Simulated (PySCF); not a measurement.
**Computed structure and properties of [Gd(H2O)4]3+**

System: [Gd(H2O)4]3+ (singlet in the valence; each metal's 4f electrons, 7 of them, lie in its core potential, out of spins and levels); start: displaced along the imaginary mode (S4). Method: PySCF 2.14.0, RKS BP86, Gd lcecp-1-SVP with ECP53, O def2-SVP, H def2-SVP; non-relativistic Hamiltonian with scalar-relativistic core potentials where named; density fitting; no spin-orbit coupling.

Input of the relaxation:

```python
mol = gto.M(atom='''
Gd    -0.00000    -0.00000    -0.00000
O      1.33051     1.33482     1.34286
H      1.50331     1.23144     2.34940
H      1.90948     2.12741     1.04236
O     -1.33051    -1.34286     1.33482
H     -1.90948    -1.04236     2.12741
H     -1.50331    -2.34940     1.23144
O      1.33051    -1.33482    -1.34286
H      1.90948    -2.12741    -1.04236
H      1.50331    -1.23144    -2.34940
O     -1.33051     1.34286    -1.33482
H     -1.50331     2.34940    -1.23144
H     -1.90948     1.04236    -2.12741''',
    basis={'Gd': 'lcecp-1-SVP', 'O': 'def2-SVP', 'H': 'def2-SVP'},
    ecp={'Gd': 'lcecp-1-SVP'},
    charge=3, spin=0)
mf = dft.RKS(mol, xc='B88,P86')
mf.grids.atom_grid = (50, 194)  # f atoms: unpruned, at least (60, 302)
mf = mf.density_fit()  # fitting sets: Gd AutoAux, O def2-universal-JKFIT, H def2-universal-JKFIT
mf.conv_tol = 1e-08; mf.max_cycle = 55
mf.kernel(dm0)  # dm0: converged density of the start geometry
# quasi-Newton relaxation in Cartesian coordinates to a largest gradient under 0.00045 Eh/bohr, steps kept in the point group
```

Run from Python with OMP_NUM_THREADS=2; the lines above give its settings. Where DIIS fails, smearing, a level shift and second-order steps follow.
It took 3.4 min on 2 threads of Arm Neoverse N1, with other jobs on the host, from the converged density of the start.

Course of the relaxation:

| step | energy above end (eV) | largest force component within the symmetry (eV/Å) |
| --- | --- | --- |
| 0 | 0.2181 | 1.218 |
| 1 | 0.0359 | 0.068 |
| 2 | 0.0331 | 0.021 |
| 3 | 0.0303 | 0.229 |
| 4 | 0.0263 | 0.122 |
| 5 | 0.0187 | 0.058 |
| 6 | 0.0163 | 0.240 |
| 7 | 0.0109 | 0.166 |
| 12 | 0.0012 | 0.059 |
| 13 | 0.0006 | 0.058 |
| 14 | 0.0007 | 0.110 |
| 15 | 0.0004 | 0.079 |
| 16 | 0.0001 | 0.035 |
| 17 | 0.0000 | 0.004 |
(The steps between are left out.)

Relaxed geometry (S4):

```xyz
13

Gd    0.0000    0.0000    0.0000
O     1.3859    1.2752    1.3422
H     1.3236    1.4371    2.3229
H     2.1972    1.7893    1.0790
O    -1.3858   -1.3422    1.2753
H    -2.1974   -1.0790    1.7892
H    -1.3235   -2.3229    1.4373
O     1.3859   -1.2752   -1.3422
H     2.1972   -1.7893   -1.0790
H     1.3236   -1.4371   -2.3229
O    -1.3858    1.3422   -1.2753
H    -1.3235    2.3229   -1.4373
H    -2.1974    1.0790   -1.7892
```

| contact | Å |
| --- | --- |
| Gd1–O2 (H2O) | 2.313 |
| Gd1–O5 (H2O) | 2.313 |
| Gd1–O8 (H2O) | 2.313 |
| Gd1–O11 (H2O) | 2.313 |

On the finer grid (75, 302):

```json
{
  "HOMO": "-22.39 eV",
  "LUMO": "-16.23 eV",
  "Dipole about the centre of mass": "0.00 D",
  "Set of Mulliken populations of Gd1 outside the core potential": "s 2.18, p 6.24, d 0.91, f 0.05",
  "D3(BJ) dispersion energy (not in the energies)": "-0.377 eV"
}
```

```json
{"atom": "Gd1", "Mulliken (e)": "1.62", "Löwdin (e)": "1.26", "spin (e)": "0.00"}
{"atom": "O2", "Mulliken (e)": "-0.30", "Löwdin (e)": "0.02", "spin (e)": "0.00"}
{"atom": "H3", "Mulliken (e)": "0.32", "Löwdin (e)": "0.21", "spin (e)": "0.00"}
{"atom": "H4", "Mulliken (e)": "0.32", "Löwdin (e)": "0.21", "spin (e)": "0.00"}
{"atom": "O5", "Mulliken (e)": "-0.30", "Löwdin (e)": "0.02", "spin (e)": "0.00"}
{"atom": "H6", "Mulliken (e)": "0.32", "Löwdin (e)": "0.21", "spin (e)": "0.00"}
{"atom": "H7", "Mulliken (e)": "0.32", "Löwdin (e)": "0.21", "spin (e)": "0.00"}
{"atom": "O8", "Mulliken (e)": "-0.30", "Löwdin (e)": "0.02", "spin (e)": "0.00"}
{"atom": "H9", "Mulliken (e)": "0.32", "Löwdin (e)": "0.21", "spin (e)": "0.00"}
{"atom": "H10", "Mulliken (e)": "0.32", "Löwdin (e)": "0.21", "spin (e)": "0.00"}
{"atom": "O11", "Mulliken (e)": "-0.30", "Löwdin (e)": "0.02", "spin (e)": "0.00"}
{"atom": "H12", "Mulliken (e)": "0.32", "Löwdin (e)": "0.21", "spin (e)": "0.00"}
{"atom": "H13", "Mulliken (e)": "0.32", "Löwdin (e)": "0.21", "spin (e)": "0.00"}
```

The 4f levels lie in the core potential and are missing. Their spin isn't counted.

On the grid (50, 194), as all that follows. Harmonic modes: a minimum within the noise of the softest modes; lowest 30 cm⁻¹ (negative: unstable), highest 3511 cm⁻¹, zero-point energy 2.576 eV.

Taking off one H2O (charge 0, singlet; the rest: singlet) in vacuum, both parts rigid, costs 3.35 eV; the small basis without counterpoise inflates it. Parting with an electron moved from the ligand to the metal can be far cheaper, even downhill.

Rigid scan of H2O along the line from its metal:

distance to O2 (Å), energy (eV) and a bar:
```
     2.01      0.613 ##############################
     2.11      0.232 ###########
     2.21      0.050 ##
     2.31      0.000 
     2.41      0.038 ##
     2.51      0.132 ######
     2.71      0.405 ####################
```

One start shape was tried, so this needn't be the lowest isomer.

An lcecp potential fixes the number of 4f electrons, so in runs with it no electron can move into or out of that shell.
